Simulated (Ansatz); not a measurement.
```yaml
crystal:
  periodic: [false, false, false]
  atoms:
    - {symbol: C, position_ang: [0.195947, 1.086507, 0.908809]}
    - {symbol: O, position_ang: [-0.331221, -0.219485, 0.770310]}
    - {symbol: Ge, position_ang: [-0.133761, -1.125836, -0.708046]}
    - {symbol: F, position_ang: [-1.270196, -2.404053, -0.565318]}
    - {symbol: Cl, position_ang: [-0.705156, 0.071165, -2.378199]}
    - {symbol: H, position_ang: [1.291067, 1.092688, 0.862348]}
    - {symbol: H, position_ang: [-0.194387, 1.764593, 0.143372]}
    - {symbol: H, position_ang: [-0.108828, 1.454493, 1.889325]}
    - {symbol: H, position_ang: [1.256534, -1.720071, -0.922601]}
basis:
  gaussian: {orbitals: cc-pVTZ-DK}
total_charge: 1
magnetization: {spin_polarized: false, initial_magnetization: 1}
hamiltonian: {xc: {name: B3LYP}}
scf: {lower_state_search: light}
output: {forces: true}
```

```sh
$ ansatz run in.yaml --threads 4 --pin off --events-out ev --progress --plain --max-ram 10444MiB
```

It prints (some lines left out):

```
Functional definition: B3LYP
1426 factors; their error is unknown
mean field evaluation 1: about -75520.8096 eV, gradient 1.0e2 eV
mean field evaluation 2: about -75377.8934 eV, gradient 2.4e2 eV
mean field evaluation 4: about -75533.2927 eV, gradient 5.2e1 eV
mean field evaluation 8: about -75538.8717 eV, gradient 1.3e1 eV
mean field evaluation 16: about -75539.3091 eV, gradient 6.0e-1 eV
mean field evaluation 64: about -75539.6066 eV, gradient 6.5e-1 eV
mean field evaluation 96: about -75539.2253 eV, gradient 7.0e0 eV
mean field -75539.62579554 eV, -2776.0300453886 hartree, gradient 1.1e-5 eV, S^2 0.750000; 10 other end points of the search recorded, 0 dependent functions left out
reference -75539.62605875 eV, -2776.0300550616 hartree; 38, 37 occupied and 185, 186 virtual orbitals, 1426 factors
Total energy: -75539.62605875 eV, -2776.0300550616 hartree
Relativity: scalar
Atom 0 at     0.195947     1.086507     0.908809 Å, force    -1.210561     0.063908     1.259811 eV/Å
Atom 1 at    -0.331221    -0.219485     0.770310 Å, force     0.588918     1.865959     1.805437 eV/Å
Atom 2 at    -0.133761    -1.125836    -0.708046 Å, force    -0.630854    -2.218088    -2.933513 eV/Å
Atom 3 at    -1.270196    -2.404053    -0.565318 Å, force     0.301571     0.467176     0.203945 eV/Å
Atom 4 at    -0.705156     0.071165    -2.378199 Å, force     0.142588     0.065406     0.193258 eV/Å
Atom 5 at     1.291067     1.092688     0.862348 Å, force     0.354741    -0.151416    -0.287977 eV/Å
Atom 6 at    -0.194387     1.764593     0.143372 Å, force     0.143561    -0.119432    -0.581238 eV/Å
Atom 7 at    -0.108828     1.454493     1.889325 Å, force     0.158523    -0.182445     0.027761 eV/Å
Atom 8 at     1.256534    -1.720071    -0.922601 Å, force     0.151512     0.208932     0.312518 eV/Å
Dipole moment:     0.792766     0.899877     0.648134 e Å
```

Hardware: 4 threads of an Arm Neoverse V1 on a shared host. Wall time 39 s, peak host memory 1.1 GiB.
